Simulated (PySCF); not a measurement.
An unknown gives this computed stick spectrum. Method: TDDFT CAM-B3LYP/def2-SVPD, vertical, gas phase, core orbitals frozen in the response in PySCF 2.14.0, density-fitted response routines. Geometries: GFN2-xTB, one conformer each.

```json
{"state": "S1", "ν̃ (cm⁻¹)": "24490", "f": "0.0000", "main configurations (H = HOMO, L = LUMO)": "H→L (99%)"}
{"state": "S2", "ν̃ (cm⁻¹)": "35090", "f": "0.104", "main configurations (H = HOMO, L = LUMO)": "H-1→L (92%)"}
{"state": "S3", "ν̃ (cm⁻¹)": "37640", "f": "0.0011", "main configurations (H = HOMO, L = LUMO)": "H-2→L (96%)"}
{"state": "S4", "ν̃ (cm⁻¹)": "46350", "f": "0.0042", "main configurations (H = HOMO, L = LUMO)": "H-3→L (96%)"}
{"state": "S5", "ν̃ (cm⁻¹)": "52450", "f": "0.0040", "main configurations (H = HOMO, L = LUMO)": "H-1→L+1 (42%), H-1→L+3 (39%), H-1→L+2 (13%)"}
{"state": "S6", "ν̃ (cm⁻¹)": "53360", "f": "0.0005", "main configurations (H = HOMO, L = LUMO)": "H-5→L (97%)"}
{"state": "S7", "ν̃ (cm⁻¹)": "53410", "f": "0.0031", "main configurations (H = HOMO, L = LUMO)": "H-4→L (98%)"}
{"state": "S8", "ν̃ (cm⁻¹)": "54410", "f": "0.057", "main configurations (H = HOMO, L = LUMO)": "H→L+1 (64%), H→L+3 (26%)"}
```

Problem. Which structure fits?
A. `P(/C(C)(C)C)=P\[H]`
B. `CP1CC=C([SiH3])C1`
C. `C=C[Si@H](P)C1CC1`
D. `CC#C[Si](C)(C)P`

Solution. A. Its S1, at 3.04 eV, is the lowest among the candidates; the nearest of the others has S1 at 5.78 eV. S1 is HOMO→LUMO (99%). Löwdin shares by element: HOMO phosphorus 79%, carbon 9% or more; LUMO phosphorus 84%, carbon 5% or more. At the same level the other candidates give, for their lowest levels:
- `CC#C[Si](C)(C)P`: 6.01 eV (f 0.000); 6.19 eV (f 0.051); 6.22 eV (f 0.003); 6.55 eV (f 0.012); 6.56 eV (f 0.005); T1 5.00 eV; HOMO -8.20, LUMO 0.98 eV
- `CP1CC=C([SiH3])C1`: 5.78 eV (f 0.002); 6.47 eV (f 0.045); 6.58 eV (f 0.018); 6.66 eV (f 0.101); 6.80 eV (f 0.136); T1 4.19 eV; HOMO -7.92, LUMO 0.97 eV
- `C=C[Si@H](P)C1CC1`: 6.23 eV (f 0.068); 6.61 eV (f 0.007); 6.83 eV (f 0.029); 7.02 eV (f 0.309); 7.11 eV (f 0.211); T1 4.35 eV; HOMO -8.48, LUMO 0.63 eV

Conformer computed: `[H]/[P:6]=[P:5]/[C:2]([CH3:1])([CH3:3])[CH3:4]`: C1–C2–P5–P6 61°.
Triplets come from the Tamm–Dancoff approximation.
